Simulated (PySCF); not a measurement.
Computed Raman spectrum (relative Raman activity) of a molecule C₂H₆BNO. Geometry: r2SCAN-D4/def2-SVP. Other conformers were not sampled. These are r2SCAN-D4/def2-SVP in PySCF values and carry that method's errors. Harmonic, unscaled wavenumbers; measured fundamentals usually lie a few per cent lower.

Lines under 2 % of the strongest are left out, and lines within 2 cm⁻¹ are merged.

| ν (cm⁻¹) | relative intensity |
|---|---|
| 90 | 3.1 |
| 578 | 3.2 |
| 714 | 3.0 |
| 751 | 2.4 |
| 1024 | 5.1 |
| 1266 | 7.3 |
| 1337 | 2.4 |
| 1435 | 14 |
| 1599 | 3.2 |
| 1685 | 26 |
| 3108 | 25 |
| 3123 | 100 |
| 3218 | 45 |
| 3606 | 92 |
| 3712 | 46 |
| 3875 | 71 |

### Question
Which structure fits?
A) NB1COC1
B) C=CB(N)O
C) BO.CC#N
D) NB1CCO1

### Answer
B, C=CB(N)O
